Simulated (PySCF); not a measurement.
# Calculated properties of `C=C[Si@@H](NC=O)C(C)C`

Species: C6H13NOSi.
Z-matrix (Å and degrees, GFN2-xTB geometry), rows numbered from 1:
```
C 
C   1  1.3245
Si  2  1.8884  1  125.99
N   3  1.7655  2  104.42  1   -35.17
C   4  1.3404  3  117.58  2  -178.16
O   5  1.2057  4  122.77  3    -1.34
C   3  1.9129  2  109.94  1    83.03
C   7  1.5279  3  110.93  2    58.63
C   7  1.5293  3  111.61  2   -64.55
H   1  1.0788  2  121.98  3     2.55
H   1  1.0798  2  122.60  3  -177.48
H   2  1.0822  1  117.90  3   176.69
H   3  1.4636  2  110.84  1  -150.81
H   4  1.0061  3  123.65  2    -1.43
H   5  1.1063  4  114.74  3   178.75
H   7  1.0932  3  108.33  2   176.95
H   8  1.0872  7  110.84  3    58.26
H   8  1.0884  7  110.57  3   -61.84
H   8  1.0891  7  110.54  3   178.36
H   9  1.0890  7  110.36  3  -179.51
H   9  1.0877  7  110.70  3   -59.86
H   9  1.0887  7  110.81  3    60.72
```

Some functional groups and rings: amide, C=C double bond, Si–H bond and C–Si bond.

**GFN2-xTB geometry**

```
Point group of the GFN2-xTB geometry                  : C1
Rotational constants A, B, C of the GFN2-xTB geometry : 1.526, 1.148, 0.833 GHz
```

PBE0/pcSseg-1 ground state and GIAO shieldings, non-relativistic (PySCF):

```
Dipole moment                                               : 3.47 D
HOMO energy                                                 : -7.54 eV
LUMO energy                                                 : -0.66 eV
HOMO–LUMO gap                                               : 6.88 eV
Lowest Hirshfeld atomic charge                              : -0.27 e on O6
Highest Hirshfeld atomic charge                             : +0.40 e on Si3
13C chemical shifts (computed TMS as zero) by class         : 167.8 (C5), 141.3 (C1), 141.3 (C2), 17.8 (C8), 17.1 (C7), 16.9 (C9) ppm
1H chemical shifts (computed TMS as zero) by class          : 8.55 (H15), 6.57 (H11), 6.53 (H12), 6.01 (H10), 5.18 (H13), 4.42 (H14), 1.93 (H16), 0.98 (H20/H21/H22), 0.95 (H17/H18/H19) ppm
Isotropic shieldings of nuclei other than C and H, by class : 140 (N4), -113 (O6), 374 (Si3) ppm
Mayer bond orders between heavy atoms                       : C1–C2 1.99, C2–Si3 0.86, Si3–N4 0.79, N4–C5 1.20, C5–O6 1.86, Si3–C7 0.87, C7–C8 1.03, C7–C9 1.03
```

Monoisotopic mass from the formula: 143.0766 u.

The rotational constants make it an asymmetric top with κ = (2B − A − C)/(A − C) = -0.09, midway between the prolate (−1) and oblate (+1) limits. The dipole matches unit charges of opposite sign 0.72 Å apart (1 e·Å = 4.8032 D). With B = h/(8π²I), that is 505.379 GHz u Å² over I, the principal moments of inertia are 331.1, 440.4 and 606.9 u Å² (most abundant isotopes); the inertial defect Ic − Ia − Ib is -164.6 u Å² (zero for a rigid planar frame, negative otherwise). A dipole of 3.47 D is allowed in C1, and pure rotational transitions are dipole-allowed.

The structure is a single GFN2-xTB conformer in the gas phase; no vibrational or solvent corrections. NMR classes are plain means over equivalent atoms (diastereotopic ones count apart unless rotation or inversion swaps them), as if these changed places fast; in this geometry the members of some classes differ.
